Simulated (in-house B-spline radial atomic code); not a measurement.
Checks on a self-consistent run for the cadmium ion Cd³⁺, [Ar] (3d3/2)4 (3d5/2)5 4s2 4p6 4d10. Computed with a radial B-spline atomic code at the basis-set limit: Dirac-Hartree-Fock, average of the jj configuration, Fermi nucleus of rms radius 4.6087 fm.

```tsv
orbital	q	ε (Eh)	<1/r>	<r²>	small-component weight
1s1/2	2	-989.91789	50.6414	0.00124924	0.030978
2s1/2	2	-152.38155	11.7208	0.0202955	0.0065404
2p1/2	2	-141.64383	11.6609	0.0152205	0.0065166
2p3/2	4	-134.47321	10.935	0.0165086	0.0062504
3s1/2	2	-31.42488	4.15725	0.143229	0.0018971
3p1/2	2	-27.12522	4.05931	0.138489	0.0018364
3p3/2	4	-25.68751	3.87992	0.14692	0.0017623
3d3/2	4	-18.25084	3.71805	0.126722	0.0016417
3d5/2	5	-17.95541	3.64854	0.133162	0.0016017
4s1/2	2	-6.23497	1.58938	0.850797	0.00047774
4p1/2	2	-4.74354	1.47872	0.964427	0.00042556
4p3/2	4	-4.49768	1.42555	1.02183	0.00040605
4d3/2	4	-2.10783	1.1586	1.52725	0.00028279
4d5/2	6	-2.06591	1.16043	1.57353	0.00029175
```

Electron-electron repulsion V_ee = 2027.4329 hartree.

Question: What total energy follows from the eigenvalues?

Answer: The eigenvalues count the repulsion twice, so E = Σqε - V_ee = -3549.185 - 2027.433 = -5576.617 hartree; the run printed -5576.617.

Question: Does the Dirac virial theorem hold?

Answer: For a point nucleus E = -2c²Σq·w, with w the small-component weight. Here Σq·w = 0.14847 and c = 137.0360, so the ratio E/(-2c²Σq·w) is 1.000042; the finite nucleus accounts for the departure from 1.

Question: What diamagnetic shielding (Lamb formula) and susceptibility (Langevin formula) do the radii give?

Answer: σ = (α²/3)Σq<1/r> = 280.289/(3·137.036²) = 4975.3 ppm, and χ = -0.79199×10⁻⁶·Σq<r²> = -20.38×10⁻⁶ cm³/mol with Σq<r²> = 25.731 bohr². Both are non-relativistic formulas without the paramagnetism of open shells.
